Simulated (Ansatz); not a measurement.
Consider the formal loss of a carbene: `C[CH2][SbH2]` → `[CH2]` (triplet) + `[CH3][SbH2]`.

Calculated with Ansatz (gas phase, PBE0-D4/def2-TZVP geometries, no zero-point term in ΔE). CBS: MP2 limit from def2 TZ/QZ plus the TZ coupled-cluster correction, frozen cores. This one scheme is used for every species. Functionals use def2-TZVPP. Triplets are unrestricted, without spin–orbit coupling. Elements past krypton have def2 core potentials. For Sb outer-core shells are correlated without core-valence functions, which leaves a few kJ/mol of doubt a bond.

| level | ΔE (kJ/mol) |
| --- | --- |
| BLYP-D4 | 421.6 |
| r2SCAN0-D4 | 401.7 |
| PBE-QIDH | 425.8 |
| r2SCAN0 | 399.6 |

(1) What does CCSD(T)/CBS give? (Estimate.)

Largest T1 diagnostic among the species: 0.013.

Results:

(1) Computed: +430.7 kJ/mol. The listed levels differ from it by -9.1, -29.0, -4.9, -31.1 kJ/mol.

In def2-TZVPP, CCSD(T) changes the Hartree–Fock value by +140.4 kJ/mol (the triples alone add +11.7 kJ/mol) and MP2 by +154.5 kJ/mol. At CCSD(T), def2-SVP lies −15.7 kJ/mol from the extrapolated value and def2-TZVPP −11.6 kJ/mol.
